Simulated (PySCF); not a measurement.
## Where the electron goes

Species: C3H5F3O.
SMILES with atom numbers: `[CH3:1][C@H:2]([F:3])[O:4][CH:5]([F:6])[F:7]` (hydrogens: H8, H9, H10 on C1; H11 on C2; H12 on C5)

Method: PySCF, TDDFT PBE0/def2-SVPD, vertical, gas phase, core orbitals frozen in the response. Geometry: GFN2-xTB, one conformer, isolated molecule. Torsions of this conformer, `[CH3:1][C@H:2]([F:3])[O:4][CH:5]([F:6])[F:7]`: C1–C2–O4–C5 -177°, C2–O4–C5–F6 70°.

Kohn–Sham orbitals with the atoms that hold most of them (Löwdin shares over 4%, at most four atoms; ? is withheld):

```
orbital  ε (eV)                             atoms
 LUMO+2    1.48  O4 16%, H11 13%, F7 13%, H12 11%
 LUMO+1    1.18   C1 16%, H12 12%, C5 12%, F3 10%
   LUMO       ?                                 ?
   HOMO   -9.77   O4 44%, C2 15%, F3 13%, H11 10%
 HOMO-1  -10.15                                 ?
 HOMO-2  -11.11    F3 32%, C1 12%, O4 12%, F7 11%
 HOMO-3  -11.25    F3 24%, O4 20%, F6 19%, C1 10%
```

Which atoms hold the HOMO-1, and with what shares?

O4 (bonded to 2 C) 33%; F3 (bonded to C) 15%; C5 (bonded to 2 F, O and H) 12%; H12 (bonded to C) 9%.

Give the leading atoms of the LUMO.

C1 (bonded to C and 3 H) 19%; C2 (bonded to C, F, O and H) 17%; H11 (bonded to C) 11%; C5 (bonded to 2 F, O and H) 10%. By element: carbon 46%, hydrogen 11% or more.

What is the LUMO energy, and the HOMO–LUMO gap?

ε(LUMO) = 0.67 eV; the gap is 10.44 eV (0.3837 hartree).

How does S1 compare with the orbital gap of 10.44 eV?

S1 is at 9.20 eV (f = 0.023), 1.24 eV below the gap, made of HOMO→LUMO (94%). 

Give energy, strength and leading configuration of S1, S2, S3 and S5, and follow the Löwdin shares of the leading atoms from the occupied to the empty orbital.

- S1 (9.20 eV, f 0.023), HOMO→LUMO (94%): O4 44% → at most 11%, C2 15% → 17%, C1 at most 11% → 19%
- S2 (9.63 eV, f 0.0093), HOMO-1→LUMO (91%): O4 33% → at most 11%, F3 15% → at most 11%, C1 at most 9% → 19%, C2 at most 9% → 17%
- S3 (9.80 eV, f 0.0053), HOMO→LUMO+1 (90%): O4 44% → at most 10%, C2 15% → at most 10%, C1 at most 11% → 16%, H12 at most 11% → 12%
- S5 (10.17 eV, f 0.068), HOMO-1→LUMO+1 (86%): O4 33% → at most 10%, F3 15% → 10%, C1 at most 9% → 16%, H12 9% → 12%

Löwdin shares depend on the basis, the more so with diffuse functions.
